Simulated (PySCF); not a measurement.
Radial density of Zn²⁺ (zinc, charge +2)

revPBE, [Ar] 3d9 4s1, high-spin 3D determinant (an excited configuration). Computed with PySCF 2.14 in aug-cc-pwCVTZ-DK, with the spin-free X2C one-electron Hamiltonian (Gaussian nucleus).

| r (bohr) | 4πr²ρ (e/bohr) | 4πr²(ρα − ρβ) |
| --- | --- | --- |
| 0.000893 | 0.2895 | 0.0002 |
| 0.00150 | 0.7202 | 0.0005 |
| 0.00253 | 1.753 | 0.0011 |
| 0.00425 | 4.115 | 0.0026 |
| 0.00715 | 9.099 | 0.0057 |
| 0.0120 | 18.09 | 0.0108 |
| 0.0202 | 29.93 | 0.0161 |
| 0.0340 | 36.71 | 0.0132 |
| 0.0572 | 31.43 | 0.0000 |
| 0.0963 | 31.79 | 0.0252 |
| 0.162 | 42.08 | 0.1515 |
| 0.272 | 24.92 | 0.4970 |
| 0.458 | 22.19 | 1.2123 |
| 0.771 | 19.13 | 0.9660 |
| 1.30 | 4.706 | 0.6777 |
| 2.18 | 0.8829 | 0.5659 |
| 3.67 | 0.07887 | 0.0725 |
| 6.17 | 0.0006189 | 0.0006 |

Densities and radii are taken from the X2C orbitals without a picture-change correction, which distorts them close to the nucleus.
